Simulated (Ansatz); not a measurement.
Reaction (ligand exchange at the Si–N bond): `FB(F)N[SiH3]` + `OB(Cl)Cl` → `[SiH3]OB(Cl)Cl` + `NB(F)F`

Program: Ansatz. Geometries: PBE0-D4/def2-TZVP. ΔE: electronic, gas phase. CBS: MP2 limit from def2 TZ/QZ plus the TZ coupled-cluster correction, frozen cores. This one scheme is used for every species. Functionals use def2-TZVPP. One conformer a species, not always the lowest.

| level | ΔE (kJ/mol) | difference from CCSD(T)/CBS |
| --- | --- | --- |
| revPBE-D4 | -38.4 | 6.6 |
| BLYP-D4 | -46.3 | -1.3 |
| r2SCAN-D4 | -43.9 | 1.1 |
| PBE0-D4 | -41.4 | 3.6 |
| CAM-B3LYP-D4 | -48.1 | -3.1 |
| PBE | -38.5 | 6.5 |
| r2SCAN | -43.5 | 1.5 |
| PBE0 | -40.3 | 4.7 |
| CAM-B3LYP | -46.8 | -1.8 |
| RPA@PBE/def2-TZVPP | -43.2 | 1.8 |
| HF/def2-SVP | -43.6 | 1.4 |
| MP2/def2-SVP | -38.1 | 6.9 |
| MP2/def2-TZVPP | -45.1 | -0.1 |
| CCSD(T)/def2-TZVPP | -44.0 | 1.0 |
| SCS-MP2/def2-QZVPP | -47.1 | -2.1 |
| HF/CBS(def2) | -52.7 | -7.7 |
| CCSD(T)/CBS | -45.0 | 0 |

Largest T1 diagnostic among the species: 0.012.

Leaving LDA and LC-ωPBE aside and taking each functional with its dispersion term where it has one, the values, not all of them listed here, spread over 12.4 kJ/mol, from BHLYP-D4 to revPBE-D4. From BLYP to BHLYP (50 % exact exchange), in def2-TZVPP and without D4, ΔE moves by −4.1 kJ/mol. At CCSD(T), def2-SVP lies +7.7 kJ/mol from the extrapolated value and def2-TZVPP +1.0 kJ/mol.
